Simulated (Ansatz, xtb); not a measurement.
Relative energy of two isomers of C4H5FN2O

Structure X: `FCOc1ccn[nH]1`, a singlet. Structure Y: `COc1c[nH]c(F)n1`, a singlet. Both are isolated molecules in the gas phase, relaxed with B3LYP/def2-SVP; the shapes shown needn't be the lowest conformers.

X (Å):

```xyz
13

C     2.1562   -0.5448    1.9715
C    -0.0125   -0.3611    1.1162
C     0.1886   -0.1111   -0.2315
C    -1.1023    0.2680   -0.6878
F     2.6865   -1.3947    1.0396
N    -2.0102    0.2451    0.2793
N    -1.3246   -0.1372    1.3755
O     0.7926   -0.7609    2.1302
H     2.6172   -0.7557    2.9480
H     2.3533    0.4899    1.6374
H     1.1101   -0.2244   -0.7942
H    -1.3960    0.5491   -1.6994
H    -1.7897   -0.2358    2.2702
```

Y (Å):

| atom | x (Å) | y (Å) | z (Å) |
| --- | --- | --- | --- |
| C | 1.0723 | 2.1456 | 1.0659 |
| C | -0.1787 | 1.3938 | -0.7820 |
| C | -0.5268 | 1.2134 | -2.1042 |
| C | -1.9443 | 0.2386 | -0.7359 |
| F | -2.9988 | -0.4637 | -0.3609 |
| N | -1.6963 | 0.4472 | -2.0451 |
| N | -1.0725 | 0.7798 | 0.0615 |
| O | 0.8898 | 2.0761 | -0.3386 |
| H | 1.1939 | 1.1430 | 1.5083 |
| H | 0.2181 | 2.6363 | 1.5611 |
| H | 1.9841 | 2.7357 | 1.2279 |
| H | -0.0754 | 1.5416 | -3.0342 |
| H | -2.2511 | 0.1124 | -2.8231 |

Energies in hartree; the thermal terms are from GFN2-xTB frequencies at re-optimised GFN2-xTB minima (ideal gas, soft modes damped towards free rotors, one conformer each, 298.15 K, 1 atm) and include the zero-point energy:

```
                              X           Y
E, CCSD(T)/def2-SVP  −438.493051  −438.507099
    E, MP2/def2-SVP  −438.414118  −438.427552
  E, MP2/def2-TZVPP  −439.233783  −439.243872
  zero-point energy     0.093026     0.092339
       H(298 K) − E     0.100933     0.100621
       G(298 K) − E     0.061128     0.060495
```

Q: Correct the CCSD(T) difference for the basis set by the MP2 change, then work out ΔE, ΔE₀, ΔH and ΔG for X → Y in kJ/mol (1 Eh = 2625.50 kJ/mol) and the equilibrium ratio [Y]/[X].

A: 1. Differences Y − X: CCSD(T) −0.014048, MP2 in the small set −0.013434, MP2 in the large set −0.010089 Eh.
2. ΔE = −0.014048 + (−0.010089 − (−0.013434)) = −0.010703 Eh = −28.10 kJ/mol.
3. ΔE₀ = ΔE + ΔZPE = −0.010703 + (−0.000687) Eh = −29.90 kJ/mol.
4. ΔH = ΔE + (−0.000312) Eh = −28.92 kJ/mol.
5. ΔG = ΔE + (−0.000633) Eh = −29.76 kJ/mol, so ΔS = (ΔH − ΔG)/T = +2.8 J/(mol K).
6. kT = 0.9442 mEh, so K = [Y]/[X] = exp(−ΔG/kT) = exp(+12.01) ≈ 1.6 × 10^5.

Structure Y is favoured at this temperature. An error of 4 kJ/mol in ΔG would change K by a factor of 5. Mirror images and further conformers aren't counted.

As drawn, Y has 2 C∷N in place of 1 C∷C, 1 N∷N (∷ is an aromatic bond).

Other levels gave ΔE = −56.7 (GFN2-xTB); −45.5 (HF/STO-3G, GFN2-xTB geometries); −44.7 (r2SCAN-D4/def2-SVP, GFN2-xTB geometries); −42.3 (B3LYP/def2-SVP); −46.4 (HF/def2-SVP); −35.3 (MP2/def2-SVP); −36.9 (CCSD(T)/def2-SVP) kJ/mol. The correlated steps freeze 8 core orbitals. Programs: Ansatz 0.2.0, xtb 6.7.1.
